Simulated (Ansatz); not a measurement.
Reaction (formal exchange of groups at the Si–Si bond): `C#C[SiH2][SiH2]C` + `NCF` → `C[SiH2]C(N)F` + `C#C[SiH3]`

Calculated with Ansatz (gas phase, PBE0-D4/def2-TZVP geometries, no zero-point term in ΔE). CCSD(T)/CBS adds triple-zeta CCSD(T) − MP2 to the extrapolated MP2 energy (def2 sets, frozen cores). DFT in def2-TZVPP. B3LYP here is the variant with VWN-RPA as its local correlation; programs differ in this. One conformer a species, not always the lowest.

```json
{"level": "PBE0-D4", "ΔE (kJ/mol)": "35.3", "difference from CCSD(T)/CBS": "10.5"}
{"level": "B3LYP-D4", "ΔE (kJ/mol)": "25.3", "difference from CCSD(T)/CBS": "0.5"}
{"level": "r2SCAN", "ΔE (kJ/mol)": "27.6", "difference from CCSD(T)/CBS": "2.8"}
{"level": "HF/def2-TZVPP", "ΔE (kJ/mol)": "23.5", "difference from CCSD(T)/CBS": "-1.3"}
{"level": "CCSD/def2-TZVPP", "ΔE (kJ/mol)": "25.2", "difference from CCSD(T)/CBS": "0.4"}
{"level": "CCSD(T)/def2-TZVPP", "ΔE (kJ/mol)": "25.4", "difference from CCSD(T)/CBS": "0.6"}
{"level": "MP2/def2-QZVPP", "ΔE (kJ/mol)": "22.6", "difference from CCSD(T)/CBS": "-2.2"}
{"level": "SCS-MP2/def2-QZVPP", "ΔE (kJ/mol)": "21.0", "difference from CCSD(T)/CBS": "-3.8"}
{"level": "HF/CBS(def2)", "ΔE (kJ/mol)": "23.1", "difference from CCSD(T)/CBS": "-1.7"}
{"level": "MP2/CBS(def2)", "ΔE (kJ/mol)": "22.5", "difference from CCSD(T)/CBS": "-2.3"}
{"level": "CCSD(T)/CBS", "ΔE (kJ/mol)": "24.8", "difference from CCSD(T)/CBS": "0"}
```

Largest T1 diagnostic among the species: 0.013.
